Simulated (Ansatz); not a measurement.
Consider the formal exchange of groups at the Si–O bond: `CO[SiH](F)OC` + `[SiH3]C1CO1` → `CO[SiH](F)[SiH3]` + `COC1CO1`.

Isolated molecules relaxed with PBE0-D4/def2-TZVP in Ansatz; ΔE leaves out vibrations. CBS: MP2 limit from def2 TZ/QZ plus the TZ coupled-cluster correction, frozen cores. DFT in def2-TZVPP. B3LYP here is the variant with VWN-RPA as its local correlation; programs differ in this. One conformer a species, not always the lowest.

```
          level  ΔE (kcal/mol)
        ωB97X-V           34.6
         r2SCAN           34.9
          B3LYP           35.1
CCSD/def2-TZVPP           37.2
```

**Question.** What does CCSD(T)/CBS give? (Best estimate.)

**Answer.** The calculation gave: +37.5 kcal/mol. The listed levels differ from it by -2.9, -2.6, -2.4, -0.3 kcal/mol.

Largest T1 diagnostic among the species: 0.012.

From PBE to PBE0 (25 % exact exchange), in def2-TZVPP and without D4, ΔE moves by +2.2 kcal/mol.
